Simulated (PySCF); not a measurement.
CH5FN2Si2, SMILES N1=C[Si@@H](F)N[SiH2]1. Atoms are numbered in the order given.

```xyz
11

F     -2.0253     1.2116    -0.3166
Si    -1.0228    -0.0417    -0.6091
C     -0.5658    -0.9330     1.0202
N      0.6645    -0.8918     1.3847
Si     1.7279    -0.0261     0.2573
N      0.5864     0.4400    -0.9880
H     -1.7125    -0.8250    -1.6679
H     -1.2949    -1.4564     1.6748
H      2.3688     1.1198     0.9615
H      2.7907    -0.9442    -0.2407
H      0.8438     0.9110    -1.8501
```
Charge 0, spin multiplicity 1.

Geometry optimised at r2SCAN-D4/def2-SVP. The structure was generated by enumeration; whether it is a known compound was not checked.

Computed with PBE0/pcSseg-1 in PySCF.

GIAO shieldings, no solvent; atoms listed in one row are averaged. δ = σ(ref) − σ: ¹⁹F against CFCl3 (σ = 167.2 ppm); ²⁹Si against TMS (σ = 352.7 ppm); ¹³C against TMS (σ = 186.3 ppm); ¹⁵N against NH3 (σ = 267.4 ppm); ¹H against TMS (σ = 31.56 ppm), references at their B3LYP-D3(BJ)/def2-TZVP geometries, non-relativistic.

Computed chemical shifts:
```json
[
 {"nucleus": "¹⁹F", "atoms": "F1", "count": "1", "δ (ppm)": "-160.7"},
 {"nucleus": "²⁹Si", "atoms": "Si5", "count": "1", "δ (ppm)": "-13.4"},
 {"nucleus": "²⁹Si", "atoms": "Si2", "count": "1", "δ (ppm)": "-30.6"},
 {"nucleus": "¹³C", "atoms": "C3", "count": "1", "δ (ppm)": "210.6"},
 {"nucleus": "¹⁵N", "atoms": "N4", "count": "1", "δ (ppm)": "496.4"},
 {"nucleus": "¹⁵N", "atoms": "N6", "count": "1", "δ (ppm)": "41.2"},
 {"nucleus": "¹H", "atoms": "H8", "count": "1", "δ (ppm)": "10.45"},
 {"nucleus": "¹H", "atoms": "H9", "count": "1", "δ (ppm)": "5.83"},
 {"nucleus": "¹H", "atoms": "H10", "count": "1", "δ (ppm)": "5.73"},
 {"nucleus": "¹H", "atoms": "H7", "count": "1", "δ (ppm)": "5.42"},
 {"nucleus": "¹H", "atoms": "H11", "count": "1", "δ (ppm)": "1.78"}
]
```
